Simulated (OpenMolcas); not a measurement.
Fe: the spin-orbit constant, Racah parameters, worked from levels

```
Program             : OpenMolcas
Basis               : ANO-L-VTZP [6s5p3d2f1g]
Scalar Hamiltonian  : non-relativistic, point nucleus
Active space        : 6 electrons in 5 orbitals (3d)
State averaging     : 2S+1 = 5 even, 5 roots; 2S+1 = 3 even, 45 roots; 2S+1 = 1 even, 50 roots (35 in the spin-orbit step)
Spin-orbit coupling : RASSI with atomic mean-field integrals over the reference wave functions, term energies averaged over their components
```

Methods: CASSCF; MS-CASPT2, IPEA 0.25 Eh, imaginary shift 0.1 Eh (closed shells correlated: 3s 3p 4s). Measured levels: NIST Handbook of Basic Atomic Spectroscopic Data.

**The spin-orbit constant.** For the Hund term 5D of d6, E(J) = (A/2) J(J+1) + constant and ζ = -2S·A = -4A. From J = 0 to J = 4 the energy changes by 10 A.

```tsv
Source	E(4) - E(0)	A	ζ
CASSCF	-1036.8	-103.7	415
MS-CASPT2	-1031.0	-103.1	412
measured	-978.1	-97.8	391
```

All in cm-1. MS-CASPT2 is off by +5.4 % and CASSCF by +6.0 %. Both methods take the spin-orbit matrix elements from the reference wave functions, so the second can move ζ only through the term energies and any multistate remixing. Second-order mixing with other terms is absorbed into this ζ.

**Racah parameters.** Above 5D, d6 has 3G at 9B + 4C, 3H at 4B + 4C and 3D at 16B + 4C. The first two fix B and C, and the third tests them; where it misses by thousands of cm-1, two parameters do not describe the configuration (Trees and configuration-interaction terms are left out) and B and C hang on the terms chosen. Term energies are centres of gravity, weighted by 2J + 1.

```
   Source     3G     3H     B     C   C/B  3D from B, C  3D found
   CASSCF  27668  21772  1179  4264  3.62         35920     35652
MS-CASPT2  23790  19288   900  3922  4.36         30088     29511
 measured  23636  19173   893  3901  4.37         29892     28953
```

Energies in cm-1. From CASSCF to MS-CASPT2, B changes by -23.7 % and C by -8.0 %. Against the measured terms, MS-CASPT2 has B off by +0.8 % and C by +0.5 %.

CASPT2 does not keep the components of a term degenerate, so their means are used; among the terms shown or strongly mixed into the levels shown the widest spread is 400 cm-1 (3d6 4s2 3G, MS-CASPT2). Some high roots are left out of the spin-orbit mixing, which shifts the levels that they would mix with. With the s shell closed, the reference lacks s² → p², s² → d² and s → d mixing, so excited terms can stand far too high and out of order, with CASPT2 too. Without dynamic correlation excited terms often stand tens of per cent too high (terms of higher spin than the ground term too low), and those without a measured partner can miss by more than the paired ones (holds for CASSCF). Measured partners are found by configuration, term and J. A level has none where our copy of the source lacks it or the pairing is in doubt (some pairs that miss far off the trend of their configuration count as doubtful), and it then counts in no deviation. Only configurations of the active space appear.
